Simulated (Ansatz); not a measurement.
Cost and result up the ladder for `CN(C)c1ccc(C#Cc2ccc(C#Cc3ccc(C#CC#N)cc3)cc2)cc1` (47 atoms). Total charge 0; singlet. Geometry: r2SCAN-D4/def2-SVP.

Cartesian coordinates in Å:
```
C -6.083 3.582 6.359
N -6.373 3.151 5.009
C -7.737 3.149 4.529
C -5.363 2.662 4.213
C -5.623 2.191 2.900
C -4.599 1.704 2.098
C -3.263 1.657 2.555
C -2.219 1.155 1.731
C -1.319 0.722 1.021
C -0.277 0.201 0.203
C 0.056 -1.172 0.247
C 1.072 -1.685 -0.549
C 1.796 -0.842 -1.422
C 2.836 -1.367 -2.238
C 3.731 -1.823 -2.938
C 4.770 -2.354 -3.751
C 6.099 -2.415 -3.272
C 7.114 -2.935 -4.062
C 6.833 -3.414 -5.363
C 7.867 -3.946 -6.170
C 8.764 -4.408 -6.869
C 9.760 -4.922 -7.647
N 10.615 -5.363 -8.316
C 5.506 -3.355 -5.845
C 4.493 -2.834 -5.051
C 1.464 0.531 -1.470
C 0.447 1.041 -0.673
C -3.006 2.121 3.863
C -4.022 2.610 4.673
H -5.685 2.761 6.985
H -7.005 3.948 6.828
H -5.345 4.405 6.377
H -8.102 2.127 4.310
H -8.391 3.585 5.294
H -7.848 3.749 3.607
H -6.637 2.203 2.499
H -4.828 1.350 1.090
H -0.499 -1.830 0.921
H 1.322 -2.748 -0.506
H 6.319 -2.045 -2.267
H 8.139 -2.979 -3.686
H 5.284 -3.724 -6.850
H 3.468 -2.790 -5.427
H 2.019 1.190 -2.143
H 0.197 2.104 -0.714
H -1.981 2.094 4.243
H -3.769 2.954 5.676
```

Ansatz on 2 threads of AMD EPYC 7R13 on a shared host and a share (18 GiB) of an NVIDIA H100 80GB HBM3. Times are rough, and most runs start from the orbitals of an earlier one. r2SCAN0-D4/def2-TZVP serves as the yardstick here, not as an exact answer. Differences are given only for rows in sets of like size (and for xTB, whose basis is part of the method), since another set adds its own error. Binding counts from free atoms at the same level (C triplet, N quartet, H doublet; other spins of the atoms weren't run), without zero-point energy or a counterpoise term.

Correlated methods freeze 29 core orbitals. The rows differ in basis, and correlated rows in double-zeta sets carry the largest basis error. Single mean-field runs in def2-SVP, def2-TZVP are fitted with def2-universal-jkfit.

Run but left out: HF/STO-3G, HF/def2-TZVP (restricted singlet, unstable in another Hartree–Fock run and untested here).

Correlated methods converge slowly with the basis, most of all in double-zeta sets.

```json
{"level": "PBE0-D4/def2-SVP", "functions": "496", "wall time": "3.3 s", "binding energy per atom (eV)": "5.44", "difference from r2SCAN0-D4/def2-TZVP (eV)": "–", "remarks": "–"}
{"level": "PBE-D4/def2-SVP", "functions": "496", "wall time": "3.5 s", "binding energy per atom (eV)": "5.58", "difference from r2SCAN0-D4/def2-TZVP (eV)": "–", "remarks": "–"}
{"level": "PBE0-D4/def2-TZVP", "functions": "1007", "wall time": "4.5 s", "binding energy per atom (eV)": "5.36", "difference from r2SCAN0-D4/def2-TZVP (eV)": "0.17", "remarks": "–"}
{"level": "r2SCAN-D4/def2-TZVP", "functions": "1007", "wall time": "5.5 s", "binding energy per atom (eV)": "5.29", "difference from r2SCAN0-D4/def2-TZVP (eV)": "0.11", "remarks": "–"}
{"level": "PBE-D4/def2-TZVP (with forces)", "functions": "1007", "wall time": "7.5 s", "binding energy per atom (eV)": "5.50", "difference from r2SCAN0-D4/def2-TZVP (eV)": "0.31", "remarks": "–"}
{"level": "revPBE-D4/def2-TZVP (with forces)", "functions": "1007", "wall time": "7.5 s", "binding energy per atom (eV)": "5.35", "difference from r2SCAN0-D4/def2-TZVP (eV)": "0.16", "remarks": "–"}
{"level": "r2SCAN0-D4/def2-TZVP", "functions": "1007", "wall time": "7.5 s", "binding energy per atom (eV)": "5.19", "difference from r2SCAN0-D4/def2-TZVP (eV)": "0.00", "remarks": "–"}
{"level": "MP2/def2-SVP", "functions": "496", "wall time": "8.5 s", "binding energy per atom (eV)": "5.22", "difference from r2SCAN0-D4/def2-TZVP (eV)": "–", "remarks": "restricted SCF unstable"}
```
